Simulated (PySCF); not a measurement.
Gas-phase reaction: HfCl2(OH)2 ⇌ HfO2 + 2 H + 2 Cl

Energies from PySCF, thermal terms from the rigid-rotor harmonic-oscillator model, ideal gas at 1 bar. † marks an energy on the PBE0/def2-TZVP geometry and frequencies; other levels use their own. MP2 and CCSD(T) freeze the core. Open shells (unrestricted): H (multiplicity 2), Cl (multiplicity 2, electronic degeneracy 6); the rest are closed-shell singlets. Spin-orbit splitting is ignored; it lowers the true energy and changes the entropy of Cl. B3LYP is the form with VWN-RPA correlation. Hf: scalar-relativistic def2 core potential, no spin-orbit coupling. HfCl2(OH)2: computed as isolated molecules; such fragments, hydroxides, amides, oligomers or adducts are transient or little studied in the gas. MP2 isn't extrapolated to the basis-set limit; its ΔH°(298 K) is 1524.3 kJ in def2-SVP and 1587.3 kJ in def2-TZVPP. CCSD(T) isn't extrapolated to the basis-set limit; its ΔH°(298 K) is 1566.8 kJ in def2-SVP and 1615.7 kJ in def2-TZVPP. The harmonic model lacks anharmonicity and excited electronic states, which grow with temperature; levels with a mode under 35 cm⁻¹ are left out. Soft modes under 120 cm⁻¹ make the harmonic entropy rough for HfCl2(OH)2. Warning, large T1 diagnostic: HfO2 (CCSD(T)/def2-SVP†).

```csv
level,"ΔE electronic, kJ","ΔH°(298 K), kJ","ΔS°(298 K), J/K","ΔG°(1200 K), kJ"
B3LYP/def2-TZVP†,1628,1579,443,1047
BLYP/def2-TZVP†,1566,1517,443,984
CCSD(T)/def2-SVP†,1615,1567,443,1034
HF/def2-TZVP†,1532,1484,443,951
M06-2X/def2-TZVP†,1701,1653,443,1120
MP2/def2-SVP†,1573,1524,443,992
PBE/def2-SVP,1617,1569,446,1033
PBE0/def2-SVP†,1663,1614,443,1082
r2SCAN/def2-TZVP†,1658,1609,443,1077
ωB97M-V/def2-TZVP†,1699,1651,443,1118
ωB97X-V/def2-TZVP†,1690,1642,443,1109
```
ΔH° is lowest at HF/def2-TZVP† and highest at M06-2X/def2-TZVP†. No reference value is set beside these.
